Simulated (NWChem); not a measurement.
System: CH4O4Si; SMILES O[Si](C=O)(O)O

Here is an NWChem input.

```
start job
memory heap 200 mb stack 900 mb global 1100 mb
geometry units angstroms noautoz
  O     -0.200228    -2.263694    -0.179088
  C      0.534197    -1.411328     0.301927
  Si     0.066405     0.425424     0.003577
  O      1.346273     1.058128    -0.815065
  O     -1.362218     0.311679    -0.815692
  O     -0.173298     1.331335     1.367071
  H      1.432967    -1.730141     0.877671
  H      1.376835     2.020990    -0.910697
  H     -1.519643    -0.613711    -1.077078
  H     -1.099276     1.398739     1.642489
end
basis spherical
  * library def2-svp
end
dft
  xc becke97-2
  iterations 150
  mulliken
end
task dft energy
```

Parts of the log:

```
             Northwest Computational Chemistry Package (NWChem) 7.3.0
             --------------------------------------------------------

 C1  symmetry detected

                             Geometry "geometry" -> ""
                             -------------------------

 Output coordinates in angstroms (scale by  1.889725989 to convert to a.u.)

  No.       Tag          Charge          X              Y              Z
 ---- ---------------- ---------- -------------- -------------- --------------
    1 O                    8.0000     0.00967928    -2.31472413     0.09384523
    2 C                    6.0000     0.56664539    -1.34201308     0.58466625
    3 Si                  14.0000     0.00604039     0.39146612    -0.01722402
    4 O                    8.0000     1.35596217     1.06587985    -0.67405617
    5 O                    8.0000    -1.23151190     0.03828512    -1.05106675
    6 O                    8.0000    -0.55831319     1.40764177     1.16012056
    7 H                    1.0000     1.36758962    -1.49920884     1.34274819
    8 H                    1.0000     1.32086054     2.01062559    -0.88239750
    9 H                    1.0000    -1.25787881    -0.92131484    -1.21817342
   10 H                    1.0000    -1.52154001     1.40479015     1.26021849

 Effective nuclear repulsion energy (a.u.)     316.8532630041

                                 NWChem DFT Module
                                 -----------------

 Summary of "ao basis" -> "ao basis" (spherical)
 ------------------------------------------------------------------------------
       Tag                 Description            Shells   Functions and Types
 ---------------- ------------------------------  ------  ---------------------
 O                          def2-svp                 6       14   3s2p1d
 C                          def2-svp                 6       14   3s2p1d
 Si                         def2-svp                 8       18   4s3p1d
 H                          def2-svp                 3        5   2s1p

            General Information
            -------------------
          SCF calculation type: DFT
          Wavefunction type:  closed shell.
          No. of atoms     :    10
          No. of electrons :    56
           Alpha electrons :    28
            Beta electrons :    28
          Charge           :     0
          Spin multiplicity:     1
          Use of symmetry is: off; symmetry adaption is: off
          Maximum number of iterations: 150
          AO basis - number of functions:   108
                     number of shells:    50
          Convergence on energy requested:  1.00D-06
          Convergence on density requested:  1.00D-05
          Convergence on gradient requested:  5.00D-04

              XC Information
              --------------
                   Becke 97-2 Method XC Functional
                     Hartree-Fock (Exact) Exchange  0.210
                 Becke 1997-2  Exchange Functional  1.000
                Becke 1997-2 Correlation Potential  1.000

             Grid Information
             ----------------
          Grid used for XC integration:  medium
          Radial quadrature: Mura-Knowles
          Angular quadrature: Lebedev.
          Tag              B.-S. Rad. Rad. Pts. Rad. Cut. Ang. Pts.
          ---              ---------- --------- --------- ---------
          O                   0.60       49          12.0       434
          C                   0.70       49          10.0       434
          Si                  1.10       88           9.0       590
          H                   0.35       45          11.0       434
          Grid pruning is: on
          Number of quadrature shells:   513
          Spatial weights used:  Erf1

      Superposition of Atomic Density Guess
      -------------------------------------

 Sum of atomic energies:        -627.12508638

      Non-variational initial energy
      ------------------------------

 Total energy =    -629.168142
 1-e energy   =   -1495.365001
 2-e energy   =     549.343595
 HOMO         =      -0.286685
 LUMO         =      -0.069414

     ---------------------------------------------
      Total Density - Mulliken Population Analysis
     ---------------------------------------------

    Atom       Charge   Shell Charges
 -----------   ------   -------------------------------------------------------
    1 O    8     8.68   1.99  1.13  0.70  3.01  1.84  0.01
    2 C    6     5.58   1.99  0.96  0.36  1.54  0.67  0.06
    3 Si  14    12.57   2.00  1.99  0.83  0.05  5.93  0.89  0.47  0.40
    4 O    8     8.75   1.99  1.10  0.63  3.08  1.94  0.00
    5 O    8     8.77   1.99  1.11  0.64  3.09  1.95  0.00
    6 O    8     8.76   1.99  1.10  0.64  3.08  1.94  0.00
    7 H    1     0.95   0.70  0.24  0.02
    8 H    1     0.65   0.52  0.07  0.06
    9 H    1     0.65   0.51  0.08  0.06
   10 H    1     0.65   0.52  0.07  0.06

   convergence    iter        energy       DeltaE   RMS-Dens  Diis-err
 ---------------- ----- ----------------- --------- --------- ---------
 d= 0,ls=0.0,diis     1   -630.3771923861 -9.47D+02  1.74D-02  1.55D+00
 d= 0,ls=0.0,diis     2   -630.0622425920  3.15D-01  1.10D-02  4.92D+00
 d= 0,ls=0.0,diis     3   -630.5435948648 -4.81D-01  2.55D-03  1.45D-01
 d= 0,ls=0.0,diis     4   -630.5536850837 -1.01D-02  1.05D-03  4.26D-02
 d= 0,ls=0.0,diis     5   -630.5577744903 -4.09D-03  9.88D-05  3.27D-04
  Resetting Diis
 d= 0,ls=0.0,diis     6   -630.5578026614 -2.82D-05  2.94D-05  1.72D-05
 d= 0,ls=0.0,diis     7   -630.5578043526 -1.69D-06  2.16D-05  2.82D-06
 d= 0,ls=0.0,diis     8   -630.5578038960  4.57D-07  1.32D-05  7.66D-06
 d= 0,ls=0.0,diis     9   -630.5578046150 -7.19D-07  1.64D-06  1.19D-07

         Total DFT energy =     -630.557804615045
      One electron energy =    -1500.148417966646
           Coulomb energy =      614.974564763368
    Exchange-Corr. energy =      -62.237214415913
 Nuclear repulsion energy =      316.853263004146

 Numeric. integr. density =       56.000005675380

                       DFT Final Molecular Orbital Analysis
                       ------------------------------------

 Vector   26  Occ=2.000000D+00  E=-3.448909D-01
              MO Center= -9.3D-03,  1.0D+00,  5.4D-01, r^2= 2.9D+00
   Bfn.  Coefficient  Atom+Function         Bfn.  Coefficient  Atom+Function
  ----- ------------  ---------------      ----- ------------  ---------------
    80      0.408897   6 O  pz               83      0.296212   6 O  pz
    79     -0.291933   6 O  py               52      0.241470   4 O  pz
    82     -0.221776   6 O  py               55      0.168498   4 O  pz
    50     -0.165444   4 O  px                4      0.137498   1 O  px
    51      0.133717   4 O  py               53     -0.120301   4 O  px

 Vector   27  Occ=2.000000D+00  E=-3.240178D-01
              MO Center= -3.5D-01,  4.6D-01, -7.0D-01, r^2= 2.8D+00
   Bfn.  Coefficient  Atom+Function         Bfn.  Coefficient  Atom+Function
  ----- ------------  ---------------      ----- ------------  ---------------
    66      0.366074   5 O  pz               64     -0.328857   5 O  px
    52     -0.278788   4 O  pz               69      0.277197   5 O  pz
    67     -0.244711   5 O  px               55     -0.218384   4 O  pz
    50     -0.215425   4 O  px               53     -0.155730   4 O  px
    80      0.120165   6 O  pz               79      0.102006   6 O  py

 Vector   28  Occ=2.000000D+00  E=-2.550567D-01
              MO Center=  2.5D-01, -1.6D+00,  3.3D-01, r^2= 2.4D+00
   Bfn.  Coefficient  Atom+Function         Bfn.  Coefficient  Atom+Function
  ----- ------------  ---------------      ----- ------------  ---------------
     5      0.342974   1 O  py                4     -0.271821   1 O  px
     6     -0.272472   1 O  pz                8      0.272922   1 O  py
    89      0.260363   7 H  s                31     -0.212619   3 Si s
     9     -0.209898   1 O  pz                7     -0.208756   1 O  px
    90      0.203662   7 H  s                17     -0.192624   2 C  s

 Vector   29  Occ=0.000000D+00  E=-6.235418D-02
              MO Center=  3.6D-01, -1.4D+00,  4.0D-01, r^2= 2.0D+00
   Bfn.  Coefficient  Atom+Function         Bfn.  Coefficient  Atom+Function
  ----- ------------  ---------------      ----- ------------  ---------------
    23      0.362238   2 C  pz               20      0.338482   2 C  pz
    21     -0.332826   2 C  px               18     -0.318084   2 C  px
     9     -0.312577   1 O  pz                6     -0.306625   1 O  pz
     7      0.291724   1 O  px                4      0.287686   1 O  px
    49      0.126432   4 O  s                41      0.115125   3 Si pz

 Vector   30  Occ=0.000000D+00  E= 3.846801D-02
              MO Center= -3.0D-01,  1.1D+00,  4.3D-02, r^2= 5.8D+00
   Bfn.  Coefficient  Atom+Function         Bfn.  Coefficient  Atom+Function
  ----- ------------  ---------------      ----- ------------  ---------------
    32      0.730667   3 Si s               105      0.647917  10 H  s
    77     -0.601498   6 O  s                95      0.565853   8 H  s
    49     -0.560381   4 O  s                63     -0.391668   5 O  s
    17     -0.373764   2 C  s               100      0.344369   9 H  s
    90      0.224474   7 H  s                76     -0.165928   6 O  s

 Vector   31  Occ=0.000000D+00  E= 8.164153D-02
              MO Center= -5.9D-01,  8.5D-01,  2.4D-01, r^2= 6.1D+00
   Bfn.  Coefficient  Atom+Function         Bfn.  Coefficient  Atom+Function
  ----- ------------  ---------------      ----- ------------  ---------------
   105      0.920110  10 H  s                77     -0.585821   6 O  s
    95     -0.570206   8 H  s                63      0.448231   5 O  s
   100     -0.387441   9 H  s                41      0.342676   3 Si pz
    49      0.311028   4 O  s                39      0.280091   3 Si px
     3      0.269277   1 O  s                17     -0.256363   2 C  s

     ---------------------------------------------
      Total Density - Mulliken Population Analysis
     ---------------------------------------------

    Atom       Charge   Shell Charges
 -----------   ------   -------------------------------------------------------
    1 O    8     8.26   1.99  1.11  0.71  2.80  1.63  0.02
    2 C    6     6.02   1.99  0.96  0.34  1.95  0.72  0.07
    3 Si  14    13.13   2.00  1.98  0.91 -0.06  5.93  1.19  0.60  0.58
    4 O    8     8.40   1.99  1.07  0.64  2.89  1.80  0.01
    5 O    8     8.43   1.99  1.08  0.65  2.89  1.82  0.01
    6 O    8     8.41   1.99  1.07  0.65  2.89  1.80  0.01
    7 H    1     0.96   0.76  0.18  0.02
    8 H    1     0.80   0.67  0.05  0.07
    9 H    1     0.79   0.66  0.06  0.07
   10 H    1     0.80   0.67  0.05  0.07

     -------------------------------------------
      Total Density - Lowdin Population Analysis
     -------------------------------------------

    Atom       Charge   Shell Charges
 -----------   ------   -------------------------------------------------------
    1 O    8     8.15   1.98  0.94  0.66  2.67  1.88  0.03
    2 C    6     6.01   1.97  0.66  0.38  1.76  1.08  0.16
    3 Si  14    13.46   2.00  1.92  0.57  0.23  5.82  1.22  0.81  0.88
    4 O    8     8.21   1.97  0.88  0.60  2.72  2.03  0.01
    5 O    8     8.23   1.97  0.88  0.60  2.72  2.04  0.01
    6 O    8     8.22   1.97  0.88  0.60  2.72  2.03  0.01
    7 H    1     1.00   0.66  0.28  0.07
    8 H    1     0.90   0.55  0.17  0.18
    9 H    1     0.91   0.54  0.18  0.19
   10 H    1     0.90   0.55  0.17  0.18

     Multipole analysis of the density
     ---------------------------------

     L   x y z        total         alpha         beta         nuclear
     -   - - -        -----         -----         ----         -------
     0   0 0 0      0.000000    -28.000000    -28.000000     56.000000

     1   1 0 0     -0.191706     -0.095853     -0.095853      0.000000
     1   0 1 0      0.605607      0.302804      0.302804      0.000000
     1   0 0 1      0.244887      0.122444      0.122444      0.000000

     2   2 0 0    -28.783834    -83.627441    -83.627441    138.471047
     2   1 1 0     -0.034257      0.311378      0.311378     -0.657012
     2   1 0 1     -1.315436     -0.909147     -0.909147      0.502858
     2   0 2 0    -30.811593   -175.888862   -175.888862    320.966131
     2   0 1 1     -1.289003      0.140955      0.140955     -1.570913
     2   0 0 2    -29.799117    -70.285147    -70.285147    110.771178
```

Level: B97-2/def2-SVP. All runs use the structure optimised with B3LYP/6-31G* (spherical d).
